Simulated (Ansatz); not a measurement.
Program: Ansatz. Geometries: PBE0-D4/def2-TZVP. ΔE: electronic, gas phase. CCSD(T)/CBS is the MP2 limit (def2-TZVPP, def2-QZVPP) plus CCSD(T) − MP2 in def2-TZVPP, frozen cores. Functionals use def2-TZVPP. Each species was taken in one conformer, which may not be the lowest.

Reaction (redistribution): `CCOB(C)Cl` + `BCCB` → `CCOBCl` + `BCC(B)C`

Task: Is it downhill or uphill in electronic energy at CCSD(T)/CBS, and by how much? (Estimate.)

Result: Ansatz gave: Uphill: ΔE = +51.6 kJ/mol.

Task: What do these levels give: r2SCAN-D4, PBE0-D4, ωB97M-V, B2PLYP, CCSD(T)/def2-TZVPP, SCS-MP2/def2-QZVPP? (Estimate.)

Result: Ansatz gave: r2SCAN-D4 56.3, PBE0-D4 53.0, ωB97M-V 53.4, B2PLYP 52.3, CCSD(T)/def2-TZVPP 50.4, SCS-MP2/def2-QZVPP 49.0 kJ/mol.

Largest T1 diagnostic among the species: 0.012.
